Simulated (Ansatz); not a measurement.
A search over several starts for the lowest SCF solution of Cd4⁻ at the given spin, in a small basis.

```yaml
crystal:
  periodic: [false, false, false]
  atoms:
    - {symbol: Cd, position_ang: [-1.194794, 1.635477, -0.079539]}
    - {symbol: Cd, position_ang: [1.194673, -1.635488, 0.079396]}
    - {symbol: Cd, position_ang: [1.203729, 0.750470, -1.452220]}
    - {symbol: Cd, position_ang: [-1.203607, -0.750469, 1.452364]}
basis:
  gaussian: {orbitals: def2-SVP, initial_orbitals: start.molden}
total_charge: -1
magnetization: {spin_polarized: true, initial_magnetization: 3}
hamiltonian: {xc: pbe0}
output: {orbitals: {seedname: orbitals}}
```

The file start.molden holds the orbitals of an earlier run on this structure, at another level or in another basis.

```sh
$ ansatz run in.yaml --threads 4 --pin off --events-out ev --progress --plain --max-ram 3916MiB
```

It prints (some lines left out):

```
Functional definition: PBE0
1312 factors; integrals over basis functions are off by at most 6.6e-4 eV
mean field evaluation 1: about -18256.1489 eV, gradient 1.8e0 eV
mean field evaluation 2: about -18256.1647 eV, gradient 2.7e-2 eV
mean field evaluation 4: about -18256.6747 eV, gradient 7.4e-3 eV
mean field evaluation 8: about -18256.6747 eV, gradient 1.7e-5 eV
mean field evaluation 16: about -18256.6747 eV, gradient 1.1e-5 eV
mean field evaluation 32: about -18256.6747 eV, gradient 5.4e-3 eV
mean field evaluation 64: about -18256.6280 eV, gradient 4.9e-1 eV
mean field -18256.67470898 eV, -670.9204207365 hartree, gradient 6.7e-6 eV, S^2 3.768792; 9 other end points of the search recorded, 0 dependent functions left out
reference -18256.67473428 eV, -670.9204216662 hartree; 42, 39 occupied and 82, 85 virtual orbitals, 1312 factors
Total energy: -18256.67473428 eV, -670.9204216662 hartree
```

Run time 23 s (4 threads of Arm Neoverse V2 on a shared host).

In the def2 sets Cd takes a core potential; there is no spin–orbit coupling. The highest occupied level of the charge -1 quartet lies above zero (up to 0.21 eV). It is a level of α spin, whose loss leaves a triplet; that state wasn't run at this geometry and level. The electron is either unbound and held by the finite basis, or the level is raised by self-interaction error. At PBE0/def2-TZVPD a doublet of charge -1 lies 1.35 eV below the quartet, each at its own geometry. The structure comes from a short search, and lower isomers may exist.
